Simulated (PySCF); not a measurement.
Geometry:
```
atom   x (Å)   y (Å)   z (Å)
  B1   2.123  -0.801   0.393
  O2   1.183  -0.498  -0.522
  C3   0.471   0.702  -0.509
  F4   0.883   1.430  -1.582
  C5  -1.011   0.435  -0.619
  C6  -1.574  -0.342   0.557
  H7   2.677  -1.866   0.276
  H8   2.367  -0.020   1.289
  H9   0.727   1.273   0.404
 H10  -1.508   1.413  -0.720
 H11  -1.171  -0.106  -1.565
 H12  -1.427   0.196   1.507
 H13  -1.094  -1.328   0.650
 H14  -2.654  -0.508   0.436
```

Geometry: PBE0-D3(BJ)/def2-SVP; GIAO shifts from PySCF, gas phase, non-relativistic, averaged over equivalent atoms.

At LC-wPBE/pcSseg-1 (142 basis functions, 24 s wall time on 1 thread of an Arm Neoverse V1, shared host):
```json
{"atoms": "B1", "δ (ppm)": "49.6"}
{"atoms": "O2", "δ (ppm)": "256.7"}
{"atoms": "C3", "δ (ppm)": "119.4"}
{"atoms": "C5", "δ (ppm)": "29.8"}
{"atoms": "C6", "δ (ppm)": "9.1"}
{"atoms": "F4", "δ (ppm)": "-113.5"}
{"atoms": "H7/H8", "δ (ppm)": "5.21"}
{"atoms": "H9", "δ (ppm)": "5.17"}
{"atoms": "H11", "δ (ppm)": "1.87"}
{"atoms": "H10", "δ (ppm)": "1.60"}
{"atoms": "H12/H13/H14", "δ (ppm)": "0.86"}
```

Shifts are taken against calculated references (same method and geometry level): $^{11}$B (101.21 ppm) against BF3·OEt2; H2O for $^{17}$O (338.72 ppm); TMS for $^{13}$C (188.56 ppm) and $^{1}$H (31.33 ppm); $^{19}$F (205.86 ppm) against CFCl3.

Task: What do these become at B97-2/pcSseg-1?

Result: 
```tsv
atoms	δ at B97-2/pcSseg-1	change
B1	45.8	-3.8
O2	260.4	+3.7
C3	118.3	-1.1
C5	30.7	+0.9
C6	10.2	+1.1
F4	-128.7	-15.2
H7/H8	5.11	-0.10
H9	5.22	+0.05
H11	1.84	-0.03
H10	1.64	+0.04
H12/H13/H14	0.87	+0.01
```

Chemical shifts δ = σref − σ; BF3·OEt2 for $^{11}$B (101.82 ppm); $^{17}$O (331.62 ppm) vs H2O; $^{13}$C (183.69 ppm), $^{1}$H (31.38 ppm) against TMS; $^{19}$F (178.12 ppm) against CFCl3, all at this level.

The largest change is at F4 (fluorine on an sp3 carbon). Cost: 142 basis functions, 12 s wall time on 1 thread of an Arm Neoverse V1, shared host. The order of the carbon signals is the same at both levels.

Unscaled 19F shifts against computed CFCl3 carry errors that often reach 10 to 50 ppm. Unscaled 17O shifts of doubly bonded oxygen tend to come out too high, by tens of ppm or more. Experimental scales use liquid or dissolved standards, which lie at an offset from isolated H2O (liquid H2O: subtract about 36 ppm).
